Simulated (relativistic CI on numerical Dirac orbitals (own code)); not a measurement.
Ni³⁺ in a cubic cluster: 3s photoemission with charge transfer

Computed with a charge-transfer multiplet model of a cubic metal-ligand cluster with up to 2 ligand holes, Slater and spin-orbit integrals from Dirac-Coulomb-Breit ions, Slater integrals scaled by 0.9. The ground state mixes d7 with configurations of k ligand holes L, whose averages lie at kΔ + k(k − 1)U_dd/2; a core hole lowers each added d electron by U_cd. 20 K, Lorentzian 1.4 eV and Gaussian 0.8 eV FWHM.

Atomic integrals in eV (Slater integrals scaled, ζ unscaled), ground: F2dd 11.900, F4dd 7.429, zeta_d 0.089; with the core hole: F2dd 12.813, F4dd 8.041, zeta_d 0.100, G2cd 12.648.

Cluster parameters (eV): U_dd = 7.9, U_cd = 9.5, 10Dq = 1, 10Dq(ligand) = 1.2, V(eg) = 2.65, V(t2g) = -1.22, final-state hopping factor = 1.

| Case | n_d | d7 | d8L | d9L2 | S |
| --- | --- | --- | --- | --- | --- |
| Δ = -2.3 eV | 7.95 | 0.19 | 0.66 | 0.14 | 0.51 |
| Δ = -1.3 eV | 7.87 | 0.24 | 0.64 | 0.11 | 0.51 |
| Δ = -0.3 eV | 7.79 | 0.30 | 0.61 | 0.09 | 0.53 |
| Δ = 0.7 eV | 7.70 | 0.37 | 0.56 | 0.07 | 0.57 |
| Δ = 1.7 eV | 7.58 | 0.47 | 0.48 | 0.05 | 0.77 |

Weights, n_d and S are thermal averages at 20 K. Binding energies count from the first peak over 30 % of the highest in each spectrum, which can be another peak from case to case. The parameters are a model scan and need not match a compound or its usual spin state. Peaks in eV (height, largest 100):
- Δ = -2.3 eV: 0.0 (100), 7.0 (23), 8.5 (24), 12.7 (9), 14.8 (17)
- Δ = -1.3 eV: 0.0 (100), 7.2 (23), 8.5 (25), 12.2 (9), 14.5 (17), 20.7 (5)
- Δ = -0.3 eV: 0.0 (100), 2.2 (28), 7.6 (23), 8.7 (26), 11.9 (10), 14.4 (17), 19.5 (6)
- Δ = 0.7 eV: 0.0 (100), 2.6 (28), 8.9 (28), 11.6 (11), 14.3 (17), 18.5 (7)
- Δ = 1.7 eV: 0.0 (100), 2.9 (30), 9.1 (36), 14.3 (18), 17.4 (8), 21.9 (8)

Curve for Δ = -0.3 eV (points under 2 left out, the grid thinned):

| E (eV) | Intensity |
| --- | --- |
| -3.6 | 4.7 |
| -3.0 | 6.6 |
| -2.4 | 10.0 |
| -1.8 | 16.8 |
| -1.2 | 32.8 |
| -0.5 | 75.8 |
| 0.1 | 99.7 |
| 0.7 | 67.8 |
| 1.3 | 37.2 |
| 1.9 | 28.6 |
| 2.5 | 27.7 |
| 3.1 | 20.1 |
| 3.7 | 12.0 |
| 4.3 | 8.3 |
| 5.0 | 7.0 |
| 5.6 | 7.5 |
| 6.2 | 10.6 |
| 6.8 | 17.7 |
| 7.4 | 23.2 |
| 8.0 | 23.2 |
| 8.6 | 26.0 |
| 9.2 | 22.6 |
| 9.8 | 13.7 |
| 10.5 | 8.9 |
| 11.1 | 8.8 |
| 11.7 | 9.8 |
| 12.3 | 9.6 |
| 12.9 | 9.8 |
| 13.5 | 13.1 |
| 14.1 | 16.2 |
| 14.7 | 16.0 |
| 15.4 | 10.3 |
| 16.0 | 6.3 |
| 16.6 | 4.4 |
| 17.2 | 3.2 |
| 17.8 | 2.8 |
| 18.4 | 3.3 |
| 19.0 | 5.1 |
| 19.6 | 6.3 |
| 20.2 | 4.7 |
| 20.9 | 2.9 |
| 23.2 | 2.1 |
| 23.8 | 3.2 |
| 24.4 | 3.2 |
| 25.0 | 2.0 |

For the case Δ = -1.3 eV, Δ = -1.3 eV is smaller than U_dd = 7.9 eV, the charge-transfer side of the Zaanen-Sawatzky-Allen scheme (negative Δ: between configuration averages a ligand hole costs less than the nominal valence; multiplet and field energies can change this for the lowest states). With the core hole the configuration with one ligand hole lies at Δ − U_cd = -11.8, -10.8, -9.8, -8.8, -7.8 eV from the one without, in the order of the table; where this is negative the screened configuration lies lower.

With at most 2 ligand holes the space is cut while the next configuration still counts, so covalency is underestimated, and a final configuration with one more ligand hole, which can lie low, is missing from the spectra.

Without intra-shell correlation the exchange splitting of the 3s hole comes out too large.
